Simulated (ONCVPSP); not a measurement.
Plane-wave convergence, ONCV potential for Hg (Z = 80)

mercury (Hg), optimised norm-conserving Vanderbilt (ONCV), made with ONCVPSP 4.0.1 (PBEsol, fully relativistic). Core [Kr] 4d10 4f14, reference 5s2 5p6 5d10 6s2. Waves: 5s+6s: rc 1.45 bohr, ncon 4, nbas 7, qcut 6.9 1/bohr, 2 projectors; 5p: rc 1.50 bohr, ncon 3, nbas 6, qcut 10.5 1/bohr, 2 projectors, debl 2.8 Ha; 5d: rc 1.80 bohr, ncon 4, nbas 9, qcut 10.3 1/bohr, 2 projectors, debl 0.5 Ha. Local part: polynomial inside 1.35 bohr (lpopt 4, dvloc0 0 Ha). Core correction: none.

Open shells are filled in proportion to 2j + 1.

Question: For each optimised wave give the share of its norm inside rc, the residual kinetic energy above qcut (Ha) and the cutoffs (Ha) for errors of 10, 1, 0.1 and 0.01 mHa per electron.

Answer:

```tsv
wave	norm inside rc	residual KE	10 mHa	1 mHa	0.1 mHa	0.01 mHa
5s	0.956	5.0e-04	17.0	22.2	52.9	72.7
6s	0.065	4.7e-04	14.7	21.8	41.3	75.6
5p j=3/2	0.880	1.7e-07	25.8	34.8	41.4	46.5
p projector 2 j=3/2	0.092	8.3e-08	20.9	32.6	40.2	45.9
5p j=1/2	0.932	1.5e-07	15.9	33.1	40.6	46.0
p projector 2 j=1/2	0.104	9.6e-08	13.4	31.2	39.8	45.9
5d j=5/2	0.729	2.3e-09	17.8	23.6	29.1	34.1
d projector 2 j=5/2	0.026	3.6e-11	10.0	16.3	22.1	27.5
5d j=3/2	0.766	2.4e-09	19.0	25.1	30.8	36.0
d projector 2 j=3/2	0.022	3.2e-11	10.4	17.1	23.2	28.9
```

The occupied waves need 35 Ha and 53 Ha for 1 and 0.1 mHa.
